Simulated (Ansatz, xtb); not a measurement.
**C3H4ClGeNO: which of two isomers lies lower**

Structure X is `Clc1co[c]([GeH3])n1`, a singlet and structure Y is `Clc1nc[c]([GeH3])o1`, a singlet. Both are isolated molecules in the gas phase, relaxed with B3LYP/def2-SVP.

X (Å):

```xyz
11

C    -1.0620    1.1442   -0.1230
C    -1.1621    0.0537    0.6925
C     0.9017    0.7153    0.5617
Cl   -2.3285    1.9465   -0.9667
Ge    2.8260    0.6828    0.9379
N     0.2468    1.5491   -0.1948
O     0.0940   -0.2242    1.1336
H    -1.9782   -0.5783    1.0274
H     3.4610    1.8390    0.1562
H     3.0379    0.8507    2.4535
H     3.3969   -0.6740    0.4872
```

Y (Å):

```yaml
atoms:
  - { symbol: C, position_ang: [-1.1096, 1.1727, -0.3962] }
  - { symbol: C, position_ang: [-0.1989, -0.4123, 0.6469] }
  - { symbol: C, position_ang: [0.7199, 0.6007, 0.6079] }
  - { symbol: Cl, position_ang: [-2.1361, 2.2235, -1.2648] }
  - { symbol: Ge, position_ang: [2.5366, 0.8330, 1.2703] }
  - { symbol: N, position_ang: [-1.3614, -0.0291, 0.0007] }
  - { symbol: O, position_ang: [0.1129, 1.6377, -0.0792] }
  - { symbol: H, position_ang: [-0.0974, -1.3970, 1.1007] }
  - { symbol: H, position_ang: [3.4893, 1.1111, 0.0935] }
  - { symbol: H, position_ang: [2.5838, 2.0080, 2.2638] }
  - { symbol: H, position_ang: [2.9134, -0.4830, 1.9716] }
```

Estimate which is lower in electronic energy at CCSD(T)/def2-SVP + ΔMP2/def2-TZVPP, and by roughly how much.

Too close to call at this level: CCSD(T)/def2-SVP + ΔMP2/def2-TZVPP gives E(Y) − E(X) = −2.66 kJ/mol.

Level by level:

```
                             level        geometry  E(Y) − E(X) (kJ/mol)  departure from the last row (kJ/mol)  job, with rough time for the two
                          GFN2-xTB        GFN2-xTB                   +6.42                                 +9.09              optimisation, 0.84 s
                         HF/STO-3G        GFN2-xTB                   +9.86                                +12.52               single point, 4.1 s
                r2SCAN-D4/def2-SVP        GFN2-xTB                   −1.86                                 +0.81                single point, 14 s
                    B3LYP/def2-SVP  B3LYP/def2-SVP                   −1.72                                 +0.95             optimisation, 5.7 min
                       HF/def2-SVP  B3LYP/def2-SVP                   −5.68                                 −3.01           part of the CCSD(T) run
                      MP2/def2-SVP  B3LYP/def2-SVP                   −3.52                                 −0.85           part of the CCSD(T) run
                  CCSD(T)/def2-SVP  B3LYP/def2-SVP                   −3.50                                 −0.84                      single point
CCSD(T)/def2-SVP + ΔMP2/def2-TZVPP  B3LYP/def2-SVP                   −2.66                                                   single point, 4.5 min
```

As drawn, both hold the same kinds of bond in the same numbers.

The largest departure from CCSD(T)/def2-SVP + ΔMP2/def2-TZVPP is that of HF/STO-3G, 12.52 kJ/mol. The last row adds to CCSD(T) the change of the MP2 difference between the two basis sets, here +0.84 kJ/mol.

With thermal terms from frequencies at re-optimised GFN2-xTB minima (ideal gas, soft modes damped towards free rotors, one conformer each, 298.15 K, 1 atm): the zero-point term adds +0.28 kJ/mol; ΔH is −2.67 and ΔG −2.24 kJ/mol.

The correlated steps freeze 19 core orbitals; the filled d shell of Ge is correlated, in a basis made for valence electrons. Codes used: Ansatz 0.2.0, xtb 6.7.1; the last row on 2 threads of Intel(R) Xeon(R) Processor @ 2.50GHz (Skylake/Cascade Lake) on a shared host.
